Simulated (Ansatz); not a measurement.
Consider the ligand exchange at the Si–C bond: `[SiH3]C[O][ZnH]` + `O[SiH2][AlH2]` → `[AlH2][SiH2]O[SiH3]` + `C[O][ZnH]`.

Isolated molecules relaxed with PBE0-D4/def2-TZVP in Ansatz; ΔE leaves out vibrations. CBS: MP2 limit from def2 TZ/QZ plus the TZ coupled-cluster correction, frozen cores. Functionals use def2-TZVPP. B3LYP here is the variant with VWN-RPA as its local correlation; programs differ in this. For Zn outer-core shells are correlated without core-valence functions, which leaves a few kJ/mol of doubt a bond. Scalar relativity is left out up to krypton. One conformer a species, not always the lowest.

```json
{"level": "r2SCAN-D4", "ΔE (kcal/mol)": "-26.6", "difference from CCSD(T)/CBS": "1.2"}
{"level": "PBE0-D4", "ΔE (kcal/mol)": "-25.4", "difference from CCSD(T)/CBS": "2.4"}
{"level": "B3LYP-D4", "ΔE (kcal/mol)": "-28.3", "difference from CCSD(T)/CBS": "-0.5"}
{"level": "PBE", "ΔE (kcal/mol)": "-23.7", "difference from CCSD(T)/CBS": "4.1"}
{"level": "B3LYP", "ΔE (kcal/mol)": "-29.0", "difference from CCSD(T)/CBS": "-1.2"}
{"level": "CCSD(T)/def2-TZVPP", "ΔE (kcal/mol)": "-28.0", "difference from CCSD(T)/CBS": "-0.2"}
{"level": "MP2/def2-QZVPP", "ΔE (kcal/mol)": "-28.9", "difference from CCSD(T)/CBS": "-1.1"}
{"level": "SCS-MP2/def2-QZVPP", "ΔE (kcal/mol)": "-30.2", "difference from CCSD(T)/CBS": "-2.4"}
{"level": "MP2/CBS(def2)", "ΔE (kcal/mol)": "-28.6", "difference from CCSD(T)/CBS": "-0.8"}
{"level": "CCSD/CBS(def2)", "ΔE (kcal/mol)": "-28.9", "difference from CCSD(T)/CBS": "-1.1"}
{"level": "CCSD(T)/CBS", "ΔE (kcal/mol)": "-27.8", "difference from CCSD(T)/CBS": "0"}
```

Largest T1 diagnostic among the species: 0.017.

In def2-TZVPP, CCSD(T) changes the Hartree–Fock value by +7.1 kcal/mol (the triples alone add +1.2 kcal/mol) and MP2 by +6.2 kcal/mol. From PBE to PBE0 (25 % exact exchange), in def2-TZVPP and without D4, ΔE moves by −2.0 kcal/mol.
